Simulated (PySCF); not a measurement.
C6H11O, SMILES C(C[C](C)C)(C)=O, multiplicity 2. The structure is a stationary point at PBE-D3(BJ)/def2-SVP. The isomer is the one that the SMILES or the coordinates give; other isomers of the formula were not compared. The values are those of a single conformer.

Problem. Give the equilibrium geometry at PBE-D3(BJ)/def2-SVP (PySCF confirms it by a frequency run) as bond lengths and angles. (The exact figures need the calculation; the answer reports its results.)

Solution. This is not unique; one that fits is 
Atoms: C1 C2 C3 C4 C5 C6 O7 H8 H9 H10 H11 H12 H13 H14 H15 H16 H17 H18. Bonds (Å): C1–C2 1.494, C1–H8 1.112, C1–H9 1.110, C1–H10 1.120, C2–C3 1.493, C2–C4 1.500, C3–H11 1.108, C3–H12 1.114, C3–H13 1.117, C4–C5 1.544, C4–H14 1.110, C4–H15 1.110, C5–C6 1.517, C5–O7 1.223, C6–H16 1.110, C6–H17 1.105, C6–H18 1.111. Angles (°): C2–C1–H8 111.3, C2–C1–H9 112.2, C2–C1–H10 112.8, H8–C1–H9 108.1, H8–C1–H10 105.3, H9–C1–H10 106.8, C1–C2–C3 120.5, C1–C2–C4 120.5, C3–C2–C4 117.2, C2–C3–H11 112.4, C2–C3–H12 111.5, C2–C3–H13 111.0, H11–C3–H12 108.3, H11–C3–H13 108.3, H12–C3–H13 105.1, C2–C4–C5 106.1, C2–C4–H14 111.2, C2–C4–H15 111.6, C5–C4–H14 107.3, C5–C4–H15 110.8, H14–C4–H15 109.8, C4–C5–C6 116.4, C4–C5–O7 121.0, C6–C5–O7 122.5, C5–C6–H16 110.8, C5–C6–H17 110.0, C5–C6–H18 109.9, H16–C6–H17 110.0, H16–C6–H18 106.5, H17–C6–H18 109.6.
Charge 0, spin multiplicity 2.
